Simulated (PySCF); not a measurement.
**Vibration and rotation of SmB**

r²SCAN constants of SmB, decet, about 5.8 electrons in the 4f shell (Mulliken), real f orbitals that mix terms (Sm x2c-SVPall, B x2c-SVPall; spin-free X2C with a Gaussian nucleus (PySCF 2.14); masses 151.9197 and 11.0093 u):

- ωe: 474.2 cm⁻¹
- ωexe: 2.28 cm⁻¹
- Be: 0.29656 cm⁻¹
- αe: 0.00181 cm⁻¹
- De to Sm (4f6 6s2) + B: 2.29 eV

Question: What force constant and bond length do these constants imply?

Answer: Reduced mass μred = 10.265 u; k = 5.8918×10⁻⁷·μred·ωe² (u, cm⁻¹, mdyn/Å) = 1.36 mdyn/Å; Re = √(16.8576/(μred·Be)) (u, cm⁻¹, Å) = 2.353 Å.

Question: Estimate the centrifugal constant D from the Kratzer relation and find the Dunham coefficient a1.

Answer: D = 4Be³/ωe² = 4.64e-07 cm⁻¹; a1 = −1 − αeωe/(6Be²) = -2.63.

These are scalar-relativistic numbers at best; spin–orbit coupling would shift them, the dissociation energy most. The state is the lowest single determinant that the PBE0 search found; with open d or f shells the true ground state can be another one.
